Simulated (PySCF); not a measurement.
**C7H10: core ionisation energies**

Compound: C₇H₁₀.
Z-matrix (Å and degrees, PBE0-D3(BJ)/def2-SVP geometry), rows numbered from 1:
```
C 
C   1  1.3423
C   2  1.4481  1  124.43
C   3  1.3509  2  123.76  1  -179.94
C   4  1.4579  3  125.95  2   179.97
C   5  1.3468  4  119.62  3  -179.94
C   5  1.5009  4  118.76  3     0.02
H   1  1.0922  2  121.62  3  -179.99
H   1  1.0944  2  121.21  3    -0.01
H   2  1.0968  1  119.19  3   179.99
H   3  1.0957  2  116.48  1     0.05
H   4  1.0964  3  118.20  2    -0.04
H   6  1.0935  5  121.19  4    -0.03
H   6  1.0928  5  121.54  4   179.98
H   7  1.1020  5  111.06  4   -59.54
H   7  1.1019  5  111.07  4    59.31
H   7  1.0982  5  111.28  4   179.89
```

Computed with PySCF 2.14.0, delta-SCF UKS SCAN, pcX-2 on the ionised atom, pcseg-1 elsewhere, spin-free X2C. Binding energies are ΔSCF values: E(core-ionised, relaxed orbitals) − E(ground state) at a fixed geometry, referred to the vacuum level.

Q: Give the core binding energies atom by atom.

A: 
```tsv
atom(s)	environment	level	binding energy (eV)	above the level's lowest (eV)	count
C6	terminal =CH2 carbon	C 1s	289.39	0.00	1
C1	terminal =CH2 carbon	C 1s	289.54	+0.15	1
C4	alkene CH carbon	C 1s	290.01	+0.62	1
C3	alkene CH carbon	C 1s	290.06	+0.67	1
C7	allylic carbon	C 1s	290.71	+1.32	1
```

Lowest listed C 1s: C6, bonded to C (double bond) and 2 H. Highest, 1.32 eV above it: C7, bonded to C and 3 H. The widest gap between neighbouring values is 0.65 eV, between 290.06 and 290.71 eV.

Q: Express the binding energy of C 1s of C1 in atomic units and per mole.

A: 289.54 eV = 10.6404 Eh = 27936 kJ/mol.

Q: What is the longest wavelength that can ionise C 1s of C1 vertically?

A: λ = hc/E = 12398.42 eV Å / 289.54 eV = 42.821 Å.

The list is incomplete; no value stands for C 1s of C2, C5 (hole states with ⟨S²⟩ of 1 or more are left out). The unrestricted hole states depart most from a pure doublet (⟨S²⟩ = 0.75; over 0.85 named) for C 1s of C3 (0.92) and C 1s of C4 (0.95), which makes these values less certain. One conformer (not necessarily the lowest) at the PBE0-D3(BJ)/def2-SVP geometry, without solvent, vibrations or thermal averaging.

Hardware: Arm Neoverse V2, one thread (shared host). Cost: 2.1 min.
